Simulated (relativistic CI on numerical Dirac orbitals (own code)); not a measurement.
**Hyperfine structure of Ne VII, mass number 21**

Method of calculation: Dirac-Coulomb-Breit CI, KLI orbitals optimised for each configuration, model QED (radiative potential, 1s self-energy scaled to tabulated hydrogen-like ionisation energies), unscaled Slater integrals (own radial code, finite nucleus).

CI space (outside the closed core 1s2): 2s2, 2s 2p, 2p2, 2p 3s, 2p 3p, 2s 3s, 2s 3p, 2s 3d, 2s 4s, 2s 4p, 2s 4d, 2s 4f, 3s2, 3s 3p, 3p2. Levels of other configurations are missing.

Nuclear spin I = 3/2, μ = -0.6617 μN, Q = 0.1016 b (tables of Stone and Pyykkö). The electronic factors are computed for point nuclear moments, without core polarisation or the Bohr-Weisskopf and QED corrections.

| Level | E (cm⁻¹) | A (MHz) | B (MHz) |
| --- | --- | --- | --- |
| 2s 2p 3P°_1 | 112848 | -3407 | -111 |
| 2s 2p 3P°_2 | 113825 | -2768 | 222 |
| 2s 2p 1P°_1 | 227671 | -925.1 | 220 |
| 2p2 3P_1 | 292499 | 5.308 | 109 |
| 2p2 3P_2 | 293364 | -584.5 | -218 |
| 2p2 1D_2 | 324768 | -937.7 | 429 |
| 2s 3s 3S_1 | 976927 | -6070 | -0.000257 |
| 2s 3p 1P°_1 | 1027475 | -854.2 | 73.1 |

Levels with J = 0, under 50 % of one LS term, or S terms without an open s electron are left out. Small factors come from cancelling terms and can be off by tens of per cent or more.

At this charge configurations can still be misplaced by up to about 7 % of their energy. 9 of the 9 excited levels that our extract of the measured tables holds in this range could be paired (the sources list more); they are missed by 4862 cm⁻¹ on average and 19007 at most, and levels without a partner can miss by more.

Task: Give the hyperfine levels of 2s 2p 3P°_1 relative to its centre of gravity.

Result: With K = F(F + 1) − I(I + 1) − J(J + 1), E = AK/2 + B[¾K(K + 1) − I(I + 1)J(J + 1)]/[2I(2I − 1)J(2J − 1)]: F = 1/2: 8377, F = 3/2: 3518, F = 5/2: -5138 MHz.
